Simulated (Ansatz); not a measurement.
# Cost against result

Saddle point of CH5ClZn, singlet (ZnHCl ([Cl][ZnH]) + CH₄ → CH₃ClZn ([CH3][Zn][Cl]) + H₂; bonds formed: Zn1–C5, H2–H4; bonds broken: Zn1–H2, H4–C5), PBE0-D4/def2-TZVP structure:

Zn1  (-0.765, -0.461, -0.784)
H2  (0.327, -1.797, -0.453)
Cl3  (-2.461, -0.073, -1.966)
H4  (0.533, -0.845, 0.085)
C5  (0.472, 0.591, 0.605)
H6  (-0.256, 0.916, 1.353)
H7  (1.349, 0.223, 1.150)
H8  (0.802, 1.445, 0.009)
(Å)

Barriers are electronic and count from the start structure reached by relaxing down the imaginary mode.

Program: Ansatz 0.2.0. Basis: as named in each row. Cores are frozen in the correlated methods. The 3s and 3p shells of Cu and Zn are frozen; filled d shells are correlated. B3LYP uses VWN-RPA correlation. Extrapolation: Hartree–Fock as exp(−7.88 √X), correlation as X^−2.97.

Times are rough, for one single point on 4 threads of a shared host (Arm Neoverse V1).

The estimate by CCSD(T) at an estimated basis limit (MP2 extrapolated from triple and quadruple zeta, plus CCSD(T) − MP2 in triple zeta) is 2.466 eV.

```csv
method,basis,time (s),barrier (eV),method less estimate
HF,STO-3G,under 1,3.589,1.122
SPW92,def2-SVP,under 1,1.810,-0.656
PBE-D4,def2-SVP,under 1,2.147,-0.319
B3LYP-D4,6-31G,under 1,2.468,0.002
SPW92,def2-TZVPP,1,1.928,-0.538
PBE0-D4,def2-SVP,1,2.279,-0.188
PBE-D4,def2-TZVPP,2,2.269,-0.198
BLYP-D4,def2-TZVPP,2,2.512,0.045
B3LYP-D4,def2-TZVPP,2,2.563,0.096
BHLYP-D4,def2-TZVPP,3,2.689,0.223
CCSD(T),def2-SVP,3,2.593,0.126
CAM-B3LYP-D4,def2-TZVPP,3,2.567,0.100
PBE0-D4,def2-TZVPP,3,2.361,-0.106
PBE-D4,STO-3G,4,2.155,-0.311
RPA on PBE,def2-TZVPP,4,2.539,0.073
r2SCAN-D4,def2-TZVPP,4,2.321,-0.145
B2PLYP,def2-TZVPP,4,2.569,0.103
r2SCAN0-D4,def2-TZVPP,4,2.397,-0.069
wB97M-V,def2-SVP,4,2.400,-0.066
PBE-QIDH,def2-TZVPP,5,2.435,-0.031
wB97X-V,def2-TZVPP,6,2.531,0.065
wB97M-V,def2-TZVPP,8,2.522,0.056
B97M-V,def2-TZVPP,8,2.496,0.030
MP2,def2-QZVPP,14,2.449,-0.018
CCSD(T),def2-TZVPP,60,2.521,0.054
```

All methods are single points on the PBE0-D4 structures.

T1 diagnostic: at most 0.014.

Labels in which every atom is bracketed show which atoms are joined, not bond orders.
